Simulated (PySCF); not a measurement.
These 4 structures share the formula C6H11BO2. Method used: PBE0-D3(BJ)/def2-SVP geometry optimisation, gas phase (PySCF). Energies are electronic, without zero-point or thermal terms, for one conformer each. No frequencies were run at this level. Point groups hold within 0.08 Å.

Task: Order them by energy at this level, lowest first, and give relative energies in kJ/mol.
A. `[CH3:1][C:2]([CH3:3])([CH3:4])[C:5]#[C:6][B:7]([OH:8])[OH:9]` with C6–B7–O8–H 180°, C6–B7–O9–H 180°
B. `[CH2:1]=[CH:2][CH2:3][C@@H:4]1[CH2:5][CH2:6][O:7][BH:8][O:9]1` with C1–C2–C3–C4 -107°, C2–C3–C4–C5 -61°, C3–C4–C5–C6 -173°, C4–C5–C6–O7 52°, C5–C6–O7–B8 -26°, C6–O7–B8–O9 -1°
C. `[CH3:1][CH:2]([CH3:3])[C:4]1=[CH:5][O:6][BH2-:7][O+:8]=[CH:9]1` with C1–C2–C4–C5 -106°, C4–C5–O6–B7 16°, C5–O6–B7–O8 -40°, O6–B7–O8–C9 39°, C2–C4–C9–O8 178°
D. `[CH2:1]=[C:2]([CH3:3])[C@H:4]1[CH2:5][CH2:6][O:7][BH:8][O:9]1` with C1–C2–C4–C5 -117°, C2–C4–C5–C6 176°, C4–C5–C6–O7 -52°, C5–C6–O7–B8 26°, C6–O7–B8–O9 1°

Result: D (0.0), B (11.1), A (26.1), C (112.2).

```csv
SMILES,E (Eh),E rel (kJ/mol),dipole (D),point group,"A, B, C (MHz)"
C=C(C)[C@H]1CCOBO1,-409.86804,0.0,3.22,C1,"3349, 1174, 928.1"
C=CC[C@@H]1CCOBO1,-409.86380,11.1,2.94,C1,"4099, 910.0, 790.9"
CC(C)(C)C#CB(O)O,-409.85809,26.1,1.72,near Cs,"3153, 675.0, 633.4"
CC(C)C1=CO[BH2-][O+]=C1,-409.82529,112.2,5.06,C1,"3207, 1065, 983.5"
```

Task: How do the relative energies change in single points at PBE0/pcSseg-1 (no added dispersion term) on the same geometries?

Result: 
```csv
SMILES,PBE0-D3(BJ)/def2-SVP (kJ/mol),PBE0/pcSseg-1 (kJ/mol),shift
C=C(C)[C@H]1CCOBO1,0.0,0.0,0.0
C=CC[C@@H]1CCOBO1,11.1,9.3,-1.8
CC(C)(C)C#CB(O)O,26.1,11.5,-14.6
CC(C)C1=CO[BH2-][O+]=C1,112.2,117.8,+5.6
```

Each column counts from its own lowest isomer. The order is unchanged; the largest shift is 14.6 kJ/mol.
